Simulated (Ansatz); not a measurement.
Born–Oppenheimer molecular dynamics of Cl$_{2}$GeH$_{4}$O (8 atoms, charge 0, multiplicity 1). It starts at the highest image of a converged band. Of that band: Neighbouring images differ by up to 1.5 eV, so the band resolves the path poorly. A vibrational analysis at the climbing image gives one clearly imaginary mode, 1225i cm⁻¹: a first-order saddle point.

Level of theory: Ansatz 0.2.0, RKS PBE-D4/def2-SVP.

```
ensemble                      : NVE (velocity Verlet)
time step                     : 0.5 fs
steps asked                   : 200
starting velocities drawn for : 300 K
seed                          : 6950
```

First frame:

```xyz
8
Properties=species:S:1:pos:R:3
Ge 0.151 -0.284 -0.114
H 0.951 0.332 1.449
Cl 1.789 0.448 -1.328
H -1.053 0.655 0.138
Cl -0.797 -1.762 -1.472
O 0.627 -1.738 1.152
H -0.050 -2.413 1.381
H 0.841 -0.727 1.721
```

How far do the bonds stretch over the last three quarters of this one trajectory? (Pairs bonded in most of those frames.)


```csv
bond,mean (Å),spread (Å),shortest,longest
Ge1–Cl3,2.182,0.061,2.09,2.28
Ge1–H4,1.544,0.008,1.53,1.56
Ge1–Cl5,2.173,0.026,2.14,2.21
Ge1–O6,1.799,0.118,1.64,1.99
H2–H8,0.772,0.024,0.74,0.81
O6–H7,0.991,0.031,0.94,1.04
```

Mean temperature of the second half: 1751 K. The conserved energy stayed within 0.21 meV per atom of its start (net change 0.083 meV per atom), so the integration is sound. The kinetic energy rose, since the run started high on the potential surface and went downhill. It ends in pieces (Cl2GeH2O + H2), so much of that is their flight and rotation, not heat. A run of 0.1 ps of so small a system gives no equilibrium averages. The orbitals stay closed-shell, which can raise the energy where a bond breaks towards radicals; this wasn't checked here.

The run took 5.3 min on 2 threads of Arm Neoverse V2, on a shared host, peak memory 0.17 GiB.
